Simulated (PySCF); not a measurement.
Be(I)(OH) (BeHIO), SMILES [OH][Be][I].

Coordinates come from a r2SCAN-D4/def2-TZVP optimisation. The def2 effective core potentials stand for the cores of I; spin–orbit coupling is left out. The values are those of a single conformer.

Two levels are set side by side: PBE/def2-TZVPD (PySCF) and B3LYP/def2-TZVPD (PySCF). Same geometry, gas phase. Differences are taken from unrounded values.

```
quantity                     B3LYP
---------------------------  -----
orbital gap (eV)              6.62
highest occupied level (eV)  -7.59
lowest empty level (eV)      -0.96
dipole moment (D)             1.74
mean polarisability (bohr³)   54.7
```

### Question
What does PBE give, and how far is it from B3LYP? (An estimate is asked for; the answer gives what the named calculation found.)

### Answer

```tsv
quantity	PBE	PBE minus B3LYP
orbital gap (eV)	5.36	-1.27
highest occupied level (eV)	-6.72	0.87
lowest empty level (eV)	-1.36	-0.40
dipole moment (D)	1.67	-0.07
mean polarisability (bohr³)	56.7	2.0
```

PBE's occupied levels lie high since its potential decays too fast outside the molecule; exact exchange lowers them and widens the gap. PBE's more diffuse valence density responds more strongly to a field. Differences between two approximate levels are no errors against the true value.

Rough cost on one machine, each run with all the roots and properties that it gave: B3LYP against PBE within a factor of 2.
